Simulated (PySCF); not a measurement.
BH, SMILES [BH] (connectivity only; charge and spin as stated), neutral, multiplicity 1.

Geometry optimised at PBE0-D3(BJ)/def2-TZVPD.

Method: PySCF with PBE0-D3(BJ)/def2-TZVPD.

Frequencies are harmonic and unscaled.

### Question
Estimate the vibrational spectrum. (An estimate is asked for; the answer gives what the named calculation found.)

### Answer

```
mode  ν (cm⁻¹)  IR (km/mol)  moving atoms (share of kinetic energy)
----  --------  -----------  --------------------------------------
1         2328        430.9                           H 91 %, B 9 %
```
